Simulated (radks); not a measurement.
Species: Sn XL. Configuration: [Ne] 3s1. All-electron calculation, scalar-relativistic Kohn-Sham, exchange-only LDA, spin-polarised, spherical densities, point nucleus; open shells are filled with parallel spins first (spin-orbit coupling, left out, can overturn this in heavy ions). Program: a radial shooting solver on a logarithmic mesh with Libxc functionals.

Normalised radial functions P(r) = r R(r), r in bohr:

| r | 1s down | 2s down | 3s down |
|---|---|---|---|
| 0.001731 | 1.3310 | 0.4558 | 0.2334 |
| 0.002148 | 1.5939 | 0.5450 | 0.2790 |
| 0.002666 | 1.8992 | 0.6481 | 0.3317 |
| 0.003309 | 2.2490 | 0.7654 | 0.3915 |
| 0.00414 | 2.6581 | 0.9009 | 0.4606 |
| 0.005138 | 3.0924 | 1.0421 | 0.5323 |
| 0.006377 | 3.5549 | 1.1881 | 0.6060 |
| 0.007914 | 4.0263 | 1.3290 | 0.6765 |
| 0.009822 | 4.4773 | 1.4500 | 0.7357 |
| 0.01229 | 4.8791 | 1.5315 | 0.7728 |
| 0.01525 | 5.1498 | 1.5379 | 0.7693 |
| 0.01893 | 5.2474 | 1.4385 | 0.7082 |
| 0.02349 | 5.1188 | 1.1962 | 0.5699 |
| 0.02916 | 4.7311 | 0.7799 | 0.3384 |
| 0.03618 | 4.0904 | 0.1775 | 0.0103 |
| 0.04527 | 3.2230 | -0.6171 | -0.4095 |
| 0.05618 | 2.3071 | -1.4668 | -0.8311 |
| 0.06973 | 1.4543 | -2.2607 | -1.1655 |
| 0.08654 | 0.7833 | -2.8257 | -1.2771 |
| 0.1074 | 0.3475 | -3.0065 | -1.0371 |
| 0.1333 | 0.1212 | -2.7409 | -0.3953 |
| 0.1668 | 0.0297 | -2.0878 | 0.5789 |
| 0.207 | 0.0052 | -1.3205 | 1.5154 |
| 0.2569 | 0.0006 | -0.6644 | 2.0726 |
| 0.3188 | 0.0000 | -0.2535 | 2.0241 |
| 0.3957 | 0.0000 | -0.0690 | 1.4731 |
| 0.4911 | 0.0000 | -0.0124 | 0.7858 |
| 0.6144 | 0.0000 | -0.0012 | 0.2810 |
| 0.7625 | 0.0000 | -0.0001 | 0.0675 |
| 0.9464 | 0.0000 | 0.0000 | 0.0097 |

1s down: eigenvalue -31448 eV, 0 radial nodes, <r> = 0.0291 bohr, 90 % of the charge inside 0.0522 bohr. 2s down: eigenvalue -6695.8 eV, 1 radial node at r = 0.0382 bohr, <r> = 0.123 bohr, 90 % of the charge inside 0.190 bohr. 3s down (empty): eigenvalue -2710.3 eV, 2 radial nodes at r = 0.0364, 0.147 bohr, <r> = 0.296 bohr, 90 % of the charge inside 0.428 bohr.
